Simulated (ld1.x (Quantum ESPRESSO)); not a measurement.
## How hard is this Ca PAW potential?

ld1.x (Quantum ESPRESSO) 7.5 input, shortened:

```
&input
   title='Ca', zed=20., rel=1, dft='PZ', iswitch=3,
   config='[Ar] 3d0 4s1.75 4p0.25'
 /
 &inputp
   pseudotype=3, lpaw=.true., tm=.true., lloc=-2, rcloc=1.70,
   nlcc=.false.,
   which_augfun='PSQ', rmatch_augfun_nc=.true.
 /
6
3S  1  0   2.00   0.00  1.60  1.75  0.0
4S  2  0   1.75   0.00  1.60  1.75  0.0
3P  2  1   6.00   0.00  1.75  2.15  0.0
4P  3  1   0.25   0.00  1.75  2.15  0.0
3D  3  2   0.00   0.00  1.95  2.30  0.0
3D  3  2   0.00   0.35  1.95  2.30  0.0
 &test
   configts(1)='3s2 3p6 3d0 4s1.75 4p0.25'
 /
```

The pseudo-atom Hamiltonian at the reference potential is diagonalised in spherical Bessel functions j_l(qr) that vanish at 20 bohr, with q² up to the cutoff. All-electron valence levels (Ry): 3s -3.4674, 4s -0.2977, 3p -2.0819, 4p -0.1172, 3d -0.1777.

Question: How do the lowest levels (Ry) of each channel move with the cutoff, and are there ghosts?

Answer:

| cutoff (Ry) | s #1 | s #2 | s #3 | p #1 | p #2 | p #3 | d #1 | f #1 | f #2 | Σ f·Δε (mRy) |
| --- | --- | --- | --- | --- | --- | --- | --- | --- | --- | --- |
| 8 | -3.3955 | -0.2770 | -0.0039 | -2.0009 | -0.0922 | 0.0428 | -0.0599 | 0.0895 | 0.2009 | 672.4 |
| 10 | -3.4357 | -0.2841 | -0.0052 | -2.0477 | -0.0965 | 0.0413 | -0.1116 | 0.0895 | 0.2009 | 297.5 |
| 15 | -3.4633 | -0.2920 | -0.0067 | -2.0797 | -0.1039 | 0.0388 | -0.1700 | 0.0895 | 0.2009 | 35.0 |
| 18 | -3.4668 | -0.2951 | -0.0073 | -2.0813 | -0.1072 | 0.0377 | -0.1771 | 0.0895 | 0.2009 | 11.8 |
| 25 | -3.4672 | -0.2971 | -0.0076 | -2.0816 | -0.1158 | 0.0350 | -0.1774 | 0.0895 | 0.2009 | 3.5 |
| 30 | -3.4672 | -0.2976 | -0.0077 | -2.0818 | -0.1170 | 0.0346 | -0.1776 | 0.0895 | 0.2009 | 1.1 |
| 40 | -3.4674 | -0.2977 | -0.0078 | -2.0819 | -0.1170 | 0.0345 | -0.1777 | 0.0895 | 0.2009 | 0.4 |
| 45 | -3.4674 | -0.2977 | -0.0078 | -2.0819 | -0.1171 | 0.0345 | -0.1777 | 0.0895 | 0.2009 | 0.2 |
| 400 | -3.4674 | -0.2977 | -0.0078 | -2.0819 | -0.1172 | 0.0345 | -0.1777 | 0.0895 | 0.2009 | 0.0 |

Result: no extra level below or beside the all-electron valence levels (s, p, d, f tested); 10 mRy is reached at 21 Ry and 1 mRy at 35 Ry.
